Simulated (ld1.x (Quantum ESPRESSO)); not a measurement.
## u(r) = r·R(r): atom against pseudo-atom (N (Z = 7))

Columns: radius, all-electron u(r) and pseudo u(r) of the 2s shell (level -18.70 eV) of nitrogen in the configuration [He] 2s1.75 2p3.25; PBE, scalar-relativistic, TM scheme, ld1.x (Quantum ESPRESSO) 7.5.

```csv
r (bohr),all-electron,pseudo
0.095,0.3786,-0.0872
0.190,0.3117,-0.1721
0.285,0.0891,-0.2550
0.380,-0.1622,-0.3431
0.475,-0.3891,-0.4502
0.570,-0.5732,-0.5815
0.665,-0.7113,-0.7114
0.760,-0.8061,-0.8061
0.855,-0.8637,-0.8637
0.950,-0.8909,-0.8909
1.045,-0.8945,-0.8945
1.140,-0.8801,-0.8801
1.235,-0.8528,-0.8528
1.330,-0.8165,-0.8165
1.425,-0.7743,-0.7743
1.520,-0.7287,-0.7287
1.615,-0.6815,-0.6815
1.710,-0.6340,-0.6340
1.805,-0.5872,-0.5872
1.900,-0.5419,-0.5419
1.995,-0.4985,-0.4985
2.090,-0.4574,-0.4574
2.185,-0.4187,-0.4187
2.280,-0.3825,-0.3825
2.375,-0.3489,-0.3489
2.470,-0.3177,-0.3177
```

Task: How many radial nodes do the two functions have?

Result: The all-electron 2s function has n − l − 1 = 1; the pseudo-wave has 0, since the states of the same l below it are removed with the core.

Task: At about which radius was the pseudo-wave matched?

Result: 0.70 bohr, where the columns begin to agree (steps of 0.10 bohr).

Task: Is the pseudo-wave norm-conserving?

Result: Yes: the TM scheme keeps the norm inside the radius equal to the all-electron one, which fixes the energy derivative of the logarithmic derivative at the level.
